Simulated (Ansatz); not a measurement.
**Abstraction of H: CH8O2Si2 + SiH2(CH2)Cl → CH7O2Si2 + SiH2(CH3)Cl**

Species: CH8O2Si2 `O[SiH2]C[SiH2]O`, singlet; SiH2(CH2)Cl, doublet; CH7O2Si2 `O[SiH]C[SiH2]O`, doublet; SiH2(CH3)Cl, singlet. A radical takes H: the energy is the difference in strength between the Si–H bond broken and the C–H bond made.

Shapes, held fixed at every level: PBE0-D4/def2-TZVP. Flexible molecules stand in one conformer, not always the lowest. Programs: Ansatz 0.2.0. Electronic energies: no zero-point or thermal term.

(1) Estimate ΔE of this reaction.

Answers

(1) The highest level, CCSD(T)/CBS estimate, gives ΔE = -30.4 kJ/mol; the levels span -39.7 to -1.8. The column of differences is taken from that level and isn't an error. No measured value is set beside it here. Open shells run unrestricted. The CBS estimate extrapolates MP2 from def2-TZVPP and def2-QZVPP and adds CCSD(T) − MP2 in the triple-zeta set, cores frozen.

```csv
level,kind,ΔE (kJ/mol),less CCSD(T)/CBS estimate
MP2/def2-TZVPP,perturbation theory,-39.7,-9.3
HF/def2-TZVPP,Hartree–Fock,-1.8,+28.6
B3LYP-D4/def2-TZVPP,global hybrid,-32.9,-2.5
wB97M-V/def2-TZVPP,range-separated hybrid,-29.2,+1.2
wB97X-V/def2-TZVPP,range-separated hybrid,-30.4,0.0
CCSD(T)/def2-TZVPP,coupled cluster or CI,-30.0,+0.4
CCSD(T)/CBS estimate,coupled cluster or CI,-30.4,0.0
```
